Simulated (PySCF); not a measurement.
# How far are cheaper levels from CCSD(T)/CBS for BBr?

PySCF; the state is a singlet (closed shell). The composite is CCSD(T) extrapolated to the basis-set limit from two correlation-consistent sets, with core-valence (CV) and scalar-relativistic (SR) terms as its label shows; it has no spin–orbit coupling and nothing beyond (T). Here it is CCSD(T)/CBS(TQ)+CV. It gives Re = 1.886 Å, ωe = 688 cm⁻¹ and De = 4.58 eV to B + Br.

| level | basis | relativity | Re (Å) | ωe (cm⁻¹) | De (eV) |
| --- | --- | --- | --- | --- | --- |
| RHF-MP2 | jorge-DZP-DKH | spin-free X2C | 1.845 | 756 | 4.26 |
| RHF-SCS-MP2 | jorge-DZP-DKH | spin-free X2C | 1.855 | 740 | 4.11 |
| RHF-CCSD(T) | jorge-DZP-DKH | spin-free X2C | 1.863 | 728 | 4.15 |
| PW91 | def2-TZVPPD | no relativity | 1.907 | 661 | 4.81 |
| BLYP | 6-31G(d,p) | no relativity | 1.948 | 628 | 4.53 |
| r²SCAN | 6-31G(d,p) | no relativity | 1.923 | 664 | 4.63 |
| r²SCANh | 6-31G(d,p) | no relativity | 1.918 | 671 | 4.55 |
| PBE0 | cc-pVDZ/cc-pVDZ-PP | scalar-relativistic core potentials | 1.907 | 691 | 4.53 |
| PBE0 | 6-31G(d,p) | no relativity | 1.914 | 677 | 4.57 |
| MN15 | def2-TZVPPD | no relativity | 1.884 | 692 | 4.65 |

Give the difference of each row from the composite.



```json
{"level": "RHF-MP2", "basis": "jorge-DZP-DKH", "ΔRe (pm)": "-4.1", "Δωe (%)": "+9.9", "ΔDe (eV)": "-0.32"}
{"level": "RHF-SCS-MP2", "basis": "jorge-DZP-DKH", "ΔRe (pm)": "-3.1", "Δωe (%)": "+7.6", "ΔDe (eV)": "-0.47"}
{"level": "RHF-CCSD(T)", "basis": "jorge-DZP-DKH", "ΔRe (pm)": "-2.3", "Δωe (%)": "+5.8", "ΔDe (eV)": "-0.43"}
{"level": "PW91", "basis": "def2-TZVPPD", "ΔRe (pm)": "+2.1", "Δωe (%)": "-3.9", "ΔDe (eV)": "+0.23"}
{"level": "BLYP", "basis": "6-31G(d,p)", "ΔRe (pm)": "+6.2", "Δωe (%)": "-8.7", "ΔDe (eV)": "-0.05"}
{"level": "r²SCAN", "basis": "6-31G(d,p)", "ΔRe (pm)": "+3.7", "Δωe (%)": "-3.5", "ΔDe (eV)": "+0.05"}
{"level": "r²SCANh", "basis": "6-31G(d,p)", "ΔRe (pm)": "+3.2", "Δωe (%)": "-2.5", "ΔDe (eV)": "-0.03"}
{"level": "PBE0", "basis": "cc-pVDZ/cc-pVDZ-PP", "ΔRe (pm)": "+2.1", "Δωe (%)": "+0.4", "ΔDe (eV)": "-0.05"}
{"level": "PBE0", "basis": "6-31G(d,p)", "ΔRe (pm)": "+2.8", "Δωe (%)": "-1.6", "ΔDe (eV)": "-0.01"}
{"level": "MN15", "basis": "def2-TZVPPD", "ΔRe (pm)": "-0.2", "Δωe (%)": "+0.6", "ΔDe (eV)": "+0.07"}
```

Which rows come closest in De?

PBE0 in 6-31G(d,p) (-0.01 eV), counted from the composite.

Correlated steps freeze 10 core orbitals. Correlated levels converge slowly with the basis: in double zeta they bind strong bonds too weakly, by up to about 1 eV, and carry superposition errors of some tenths. Where the molecule has an RHF reference, its open-shell atoms are computed with UHF.
